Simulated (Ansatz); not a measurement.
Input and output for `[NH2][InH][OH]`.

```yaml
crystal:
  periodic: [false, false, false]
  atoms:
    - {symbol: N, position_ang: [-1.098783, 0.471839, -0.928735]}
    - {symbol: In, position_ang: [0.284198, 0.305679, 0.510005]}
    - {symbol: O, position_ang: [1.322556, -1.354188, 0.151499]}
    - {symbol: H, position_ang: [-1.323511, -0.354586, -1.461461]}
    - {symbol: H, position_ang: [-1.921445, 1.036919, -0.791943]}
    - {symbol: H, position_ang: [0.678590, 1.380110, 1.768491]}
    - {symbol: H, position_ang: [2.058395, -1.485764, 0.752145]}
basis:
  gaussian: {orbitals: def2-mTZVPP}
hamiltonian: {xc: {name: B3LYP}}
output: {forces: true}
```

```sh
$ ansatz run in.yaml --threads 2 --pin off --events-out ev --progress --plain --max-ram 22528MiB --backend cpu
```

Output, abridged:

```
Functional definition: B3LYP
1060 factors; integrals over basis functions are off by at most 1.1e-3 eV
mean field evaluation 1: about -8765.1914 eV, gradient 9.0e1 eV
mean field evaluation 2: about -8690.6072 eV, gradient 1.9e2 eV
mean field evaluation 4: about -8779.1090 eV, gradient 1.8e1 eV
mean field evaluation 8: about -8779.7798 eV, gradient 5.9e-1 eV
mean field evaluation 16: about -8779.7806 eV, gradient 4.2e-5 eV
mean field -8779.78055610 eV, -322.6509842875 hartree, gradient 4.3e-5 eV, S^2 0.000000; 0 other end points of the search recorded, 0 dependent functions left out
reference -8779.78082475 eV, -322.6509941605 hartree; 20, 20 occupied and 84, 84 virtual orbitals, 1060 factors
Total energy: -8779.78082475 eV, -322.6509941605 hartree
Atom 0 at    -1.098783     0.471839    -0.928735 Å, force    -0.231735     0.079877    -0.327560 eV/Å
Atom 1 at     0.284198     0.305679     0.510005 Å, force     0.017742     0.381336     0.422416 eV/Å
Atom 2 at     1.322556    -1.354188     0.151499 Å, force     0.180356    -0.435806    -0.191401 eV/Å
Atom 3 at    -1.323511    -0.354586    -1.461461 Å, force    -0.052783    -0.054671    -0.050279 eV/Å
Atom 4 at    -1.921445     1.036919    -0.791943 Å, force    -0.086310     0.029991    -0.005564 eV/Å
Atom 5 at     0.678590     1.380110     1.768491 Å, force     0.013862     0.067623     0.055549 eV/Å
Atom 6 at     2.058395    -1.485764     0.752145 Å, force     0.158868    -0.068350     0.096839 eV/Å
Dipole moment:    -0.143732     0.237319     0.298332 e Å
```

It took 2.3 s on 2 threads of an AMD EPYC 7R13 on a shared host, with 0.35 GiB of host memory at the peak.
